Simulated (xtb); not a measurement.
n-butyl acetate (C₆H₁₂O₂), SMILES CCCCOC(C)=O. All values are semi-empirical tight-binding results from xtb (GFN2-xTB unless named), good for trends rather than for accurate numbers. Geometry optimised at GFN2-xTB. One conformer was computed; it need not be the lowest.

Optimised geometry:

Bonded distances (Å): C1–C2 1.524, C1–H9 1.088, C1–H10 1.087, C1–H11 1.088, C2–C3 1.527, C2–H12 1.092, C2–H13 1.092, C3–C4 1.521, C3–H14 1.091, C3–H15 1.091, C4–O5 1.428, C4–H16 1.096, C4–H17 1.096, O5–C6 1.337, C6–C7 1.507, C6–O8 1.202, C7–H18 1.087, C7–H19 1.087, C7–H20 1.085. Angles (°): C2–C1–H9 110.6, C2–C1–H10 110.5, C2–C1–H11 110.6, H9–C1–H10 108.4, H9–C1–H11 108.3, H10–C1–H11 108.4, C1–C2–C3 111.6, C1–C2–H12 109.5, C1–C2–H13 109.5, C3–C2–H12 109.3, C3–C2–H13 109.3, H12–C2–H13 107.6, C2–C3–C4 111.4, C2–C3–H14 109.9, C2–C3–H15 109.9, C4–C3–H14 108.9, C4–C3–H15 108.9, H14–C3–H15 107.8, C3–C4–O5 108.7, C3–C4–H16 111.2, C3–C4–H17 111.2, O5–C4–H16 108.9, O5–C4–H17 108.9, H16–C4–H17 107.8, C4–O5–C6 116.5, O5–C6–C7 110.9, O5–C6–O8 123.7, C7–C6–O8 125.4, C6–C7–H18 109.4, C6–C7–H19 109.4, C6–C7–H20 109.6, H18–C7–H19 108.2, H18–C7–H20 110.1, H19–C7–H20 110.1.

The geometry has at least one imaginary mode, so it is a saddle point at that level.

```json
{
  "point_group_as_xtb_finds_it": "Cs",
  "orbital_gap": "5.17 eV",
  "dipole_moment": "2.62 D",
  "static polarisability (D4 model)": "81.3 bohr³",
  "solvation energy, GFN2-xTB/ALPB(water)": "-4.2 kcal/mol",
  "solvation energy, GFN2-xTB/ALPB(benzene)": "-8.4 kcal/mol"
}
```

Computed IR lines (harmonic; lines under 4 % of the strongest left out, lines within 3 cm⁻¹ merged):
ν (cm⁻¹): 1007 (w), 1052 (w), 1086 (w), 1206 (vs), 1364 (w), 1445 (w), 1781 (vs), 2918 (w), 2941 (w), 2986 (m), 2998 (w), 3036 (m), 3043 (w) (against the strongest line: vs over 80 %, s over 45 %, m over 15 %, w over 4 %, vw less). 1 imaginary mode(s) remain.

Computed atomic charges and the Wiberg bond orders between heavy atoms:
charges (e) C1 -0.11, C2 -0.06, C3 -0.07, C4 0.08, O5 -0.27, C6 0.36, C7 -0.15, O8 -0.41, H9 0.04, H10 0.04, H11 0.04, H12 0.04, H13 0.04, H14 0.05, H15 0.05, H16 0.05, H17 0.05, H18 0.08, H19 0.08, H20 0.08. Bond orders C1–C2 1.02, C2–C3 1.01, C3–C4 1.01, C4–O5 0.94, O5–C6 1.13, C6–C7 0.99, C6–O8 1.76.
